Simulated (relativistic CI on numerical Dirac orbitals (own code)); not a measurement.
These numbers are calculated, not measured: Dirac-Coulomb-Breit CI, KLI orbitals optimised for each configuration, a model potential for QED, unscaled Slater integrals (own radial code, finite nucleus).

The strongest absorption lines from the ground level of an ion, among the configurations computed and to levels below about 484 eV (vacuum wavelength in Å, gf): 56.579 (0.25), 56.602 (0.44), 57.944 (1.1), 58.972 (0.2), 59.465 (0.82), 76.328 (0.24), 77.314 (0.077), 77.444 (0.28).

**Question.** Which ion is it?
A. Sn XXXVI
B. Ag XXXIII
C. Sn XXXVIII
D. Ru XXX

**Answer.** A. Sn XXXVI has 15 electrons and the ground level 3s2 3p3 2P°_3/2; the strongest line goes to 3s2 3p2 3d 4P_3/2. The pattern of lines fixes the number of electrons, and along that sequence the line energies rise steadily with the charge (about as its square where n changes within one kind of shell, about linearly where n is kept but much faster in heavy ions where fine structure, which grows about as Z⁴, sets the gap, and irregularly where shells cross), which fixes Z. Configurations outside the model, such as inner-shell arrays, can give stronger lines. At this charge energies of transitions that change n are usually good to better than 1 %, and those within a shell (Δn = 0) to a few per cent.

LS names give the leading component of a level, which can be under half, so a name can repeat, a term be missing and a line seem to break the LS rules.
